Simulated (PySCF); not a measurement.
## How methods differ on the ionisation energy of Mn

Mn [Ar] 3d5 4s2 (6S) → Mn⁺ [Ar] 3d5 4s1 (7S), as a difference of total energies. All numbers are calculated (PySCF 2.14, the non-relativistic Hamiltonian (point nucleus), in aug-cc-pwCVTZ (10s9p7d4f3g, 127 functions)). Correlated levels: valence: [Ar] frozen; valence and next inner shell: [Ne] frozen; nothing frozen. The calculations carry no spin-orbit coupling.

Order these methods by the ionisation energy they give, lowest first.
A. SCS-MP2 (all electrons)
B. r2SCAN0
C. M06-2X
D. UHF

D (5.973 eV), B (6.895 eV), A (7.220 eV), C (8.027 eV).

These non-relativistic numbers lack the scalar-relativistic shift.

Errors of the correlated levels include the incompleteness of this basis and the frozen core.

MP2 underrates the near-degeneracy of ns² with np² in the lower species.

For comparison: 7.434 eV (measured; NIST Atomic Spectra Database, ionization energies).
